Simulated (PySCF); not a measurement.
Precursor series Ti Cl-F. Isolated molecules, 0 K electronic values unless said otherwise.

The charge on the central atom (meta-Löwdin) from two functionals at the same geometries (TPSS-D3(BJ)/def2-SVP), both in PySCF: PBE-D3(BJ)/def2-TZVP and TPSSh-D3(BJ)/def2-TZVP. 

| species | TPSSh-D3(BJ)/def2-TZVP (e) |
|---|---|
| 0 of 4 Cl replaced by F ([Ti(Cl)4]) | 1.12 |
| 1 of 4 Cl replaced by F ([Ti(Cl)3(F)]) | 1.26 |
| 3 of 4 Cl replaced by F | 1.53 |
| 4 of 4 Cl replaced by F | 1.65 |

Question: What does PBE-D3(BJ)/def2-TZVP give for each?

Answer: 
- 0 of 4 Cl replaced by F ([Ti(Cl)4]): 1.02
- 1 of 4 Cl replaced by F ([Ti(Cl)3(F)]): 1.16
- 3 of 4 Cl replaced by F: 1.42
- 4 of 4 Cl replaced by F: 1.54
Over these rows, drawn at random from the members with no instability flagged (it was tested for open shells, ions and some series alone), PBE minus TPSSh-D3(BJ): mean -0.11 e, from -0.11 e to -0.10 e.
